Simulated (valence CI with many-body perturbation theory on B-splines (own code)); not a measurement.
**I XLVI: calculated level list**

Computed by relativistic CI+MBPT: six valence electrons over a frozen Dirac-Fock core [He], a basis of 9 s, 9 p, 8 d, 6 f, 3 g, 1 h functions for each j, with the one-electron correlation potential Σ1 (screened to all orders), the two-electron term Σ2, the three-electron term Σ3, Breit, model QED; selected single and double excitations, second order for the rest, scaled by the run's own slope (own B-spline code, finite nucleus).

No measured spectrum was set against this ion. As an estimate, large intervals hold to a few tenths of a per cent, small ones and those within an open d or f shell to about a per cent. Among the levels kept, up to 2500 cm⁻¹ of a level comes from second order outside the variational space, and about a tenth of that is noise between levels of different J, which matters for small intervals.

Levels 1 to 45 of 72, with energies above the lowest level, (2s^2 2p1/2^2 2p3/2^2) J=2. "Leading %" is the weight of the configuration and term that name the level; weights of strongly mixed levels are sums over their largest components and can fall short, and the name can then belong to a minority configuration. In the jj column 3d3/2^4 stands for four electrons in 3d with j = 3/2. Lifetimes count E1, E2, E3, M1 and M2 decay at the calculated energies, and are blank where another channel may lead or the interval is too uncertain; long ones can be off by a factor of two.

```tsv
No.	Configuration	Term	J	E (Ry)	Leading %	Lifetime	g	Leading jj
1	2s2.2p4	3P	2	0.00	71		1.336	2s^2 2p1/2^2 2p3/2^2 (100 %)
2	2s2.2p4	1S	0	2.72	62	34.5 ms		2s^2 2p1/2^2 2p3/2^2 (99 %)
3	2s2.2p4	3P	1	22.57	100	3.25 ns	1.485	2s^2 2p1/2 2p3/2^3 (100 %)
4	2s2.2p4	1D	2	23.78	71	6.79 ns	1.129	2s^2 2p1/2 2p3/2^3 (100 %)
5	2s.2p5	3P°	2	41.22	100	1.42 ps	1.483	2s 2p1/2^2 2p3/2^3 (100 %)
6	2s.2p5	1P°	1	45.01	53	576 fs	1.216	2s 2p1/2^2 2p3/2^3 (98 %)
7	2s2.2p4	3P	0	47.34	62	1.50 ns		2s^2 2p3/2^4 (99 %)
8	2s.2p5	3P°	0	64.36	100	772 fs		2s 2p1/2 2p3/2^4 (100 %)
9	2s.2p5	3P°	1	66.68	53	599 fs	1.246	2s 2p1/2 2p3/2^4 (98 %)
10	2p6	1S	0	88.52	99	360 fs		2p1/2^2 2p3/2^4 (99 %)
11	2s2.2p3.3s	3P°	2	314.47	46	44.8 fs	1.528	2s^2 2p1/2^2 2p3/2 3s (99 %)
12	2s2.2p3.3s	1P°	1	314.94	30	18.0 fs	1.191	2s^2 2p1/2^2 2p3/2 3s (99 %)
13	2s2.2p3.3p	3P	1	319.93	30	4.26 ps	1.512	2s^2 2p1/2^2 2p3/2 3p1/2 (99 %)
14	2s2.2p3.3p	3D	2	320.07	25	3.09 ps	1.204	2s^2 2p1/2^2 2p3/2 3p1/2 (99 %)
15	2s2.2p3.3p	3D	3	326.40	47	3.84 ps	1.349	2s^2 2p1/2^2 2p3/2 3p3/2 (99 %)
16	2s2.2p3.3p	3P	1	326.40	36	3.18 ps	1.383	2s^2 2p1/2^2 2p3/2 3p3/2 (99 %)
17	2s2.2p3.3p	3P	2	327.73	42	3.78 ps	1.324	2s^2 2p1/2^2 2p3/2 3p3/2 (98 %)
18	2s2.2p3.3p	3P	0	328.96	74	1.08 ps		2s^2 2p1/2^2 2p3/2 3p3/2 (99 %)
19	2s2.2p3.3d	3D°	2	332.36	33	56.1 fs	1.035	2s^2 2p1/2^2 2p3/2 3d3/2 (97 %)
20	2s2.2p3.3d	3F°	3	332.75	27	9.98 ps	1.128	2s^2 2p1/2^2 2p3/2 3d3/2 (93 %)
21	2s2.2p3.3d	3D°	1	332.93	31	11.4 fs	1.135	2s^2 2p1/2^2 2p3/2 3d3/2 (98 %)
22	2s2.2p3.3d	3P°	0	333.00	60	4.59 ps		2s^2 2p1/2^2 2p3/2 3d3/2 (99 %)
23	2s2.2p3.3d	3F°	4	334.21	48	36.5 ps	1.260	2s^2 2p1/2^2 2p3/2 3d5/2 (99 %)
24	2s2.2p3.3d	3D°	2	334.73	33	4.09 fs	1.265	2s^2 2p1/2^2 2p3/2 3d5/2 (94 %)
25	2s2.2p3.3d	3D°	3	335.58	45	1.90 fs	1.191	2s^2 2p1/2^2 2p3/2 3d5/2 (89 %)
26	2s2.2p3.3s	5S°	2	336.07	52	124 fs	1.572	2s^2 2p1/2 2p3/2^2 3s (96 %)
27	2s2.2p3.3d	3D°	1	336.10	37	2.90 fs	1.030	2s^2 2p1/2^2 2p3/2 3d5/2 (95 %)
28	2s2.2p3.3s	3S°	1	336.63	53	15.0 fs	1.297	2s^2 2p1/2 2p3/2^2 3s (97 %)
29	2s2.2p3.3s	3D°	3	337.64	96	120 fs	1.312	2s^2 2p1/2 2p3/2^2 3s (96 %)
30	2s2.2p3.3s	1D°	2	337.97	66	18.8 fs	1.041	2s^2 2p1/2 2p3/2^2 3s (99 %)
31	2s2.2p3.3s	3P°	0	339.81	99	39.8 fs		2s^2 2p1/2 2p3/2^2 3s (99 %)
32	2s2.2p3.3s	3P°	1	340.02	66	33.7 fs	1.316	2s^2 2p1/2 2p3/2^2 3s (99 %)
33	2s2.2p3.3p	5P	1	341.41	45	7.79 ps	1.642	2s^2 2p1/2 2p3/2^2 3p1/2 (99 %)
34	2s2.2p3.3p	3F	2	341.93	34	5.71 ps	1.211	2s^2 2p1/2 2p3/2^2 3p1/2 (99 %)
35	2s2.2p3.3p	3F	3	343.03	43	4.05 ps	1.102	2s^2 2p1/2 2p3/2^2 3p1/2 (100 %)
36	2s2.2p3.3p	3P	2	344.68	54	1.19 ps	1.324	2s^2 2p1/2 2p3/2^2 3p1/2 (98 %)
37	2s2.2p3.3p	3D	1	345.12	72	3.17 ps	0.658	2s^2 2p1/2 2p3/2^2 3p1/2 (98 %)
38	2s2.2p3.3p	3P	0	347.14	68	1.35 ps		2s^2 2p1/2 2p3/2^2 3p1/2 (79 %)
39	2s2.2p3.3p	5P	3	347.78	51	1.86 ps	1.394	2s^2 2p1/2 2p3/2^2 3p3/2 (95 %)
40	2s2.2p3.3p	3P	2	347.96	38	1.46 ps	1.418	2s^2 2p1/2 2p3/2^2 3p3/2 (98 %)
41	2s2.2p3.3p	3P	0	348.24	95	3.21 ps		2s^2 2p1/2 2p3/2^2 3p3/2 (80 %)
42	2s2.2p3.3p	1P	1	349.00	46	3.06 ps	0.992	2s^2 2p1/2 2p3/2^2 3p3/2 (97 %)
43	2s2.2p3.3p	3D	3	349.30	62	2.11 ps	1.216	2s^2 2p1/2 2p3/2^2 3p3/2 (96 %)
44	2s2.2p3.3p	3F	4	349.47	100	3.36 ps	1.236	2s^2 2p1/2 2p3/2^2 3p3/2 (100 %)
45	2s2.2p3.3p	3P	1	350.64	74	486 fs	1.433	2s^2 2p1/2 2p3/2^2 3p3/2 (97 %)
```

The ionisation energy to 2s2.2p3 2P°_3/2 of the next ion comes out as 7811.6 eV (NIST: 7811 ± 4 eV (theoretical)). All 72 levels together are meant to be complete up to 358.47 Ry.
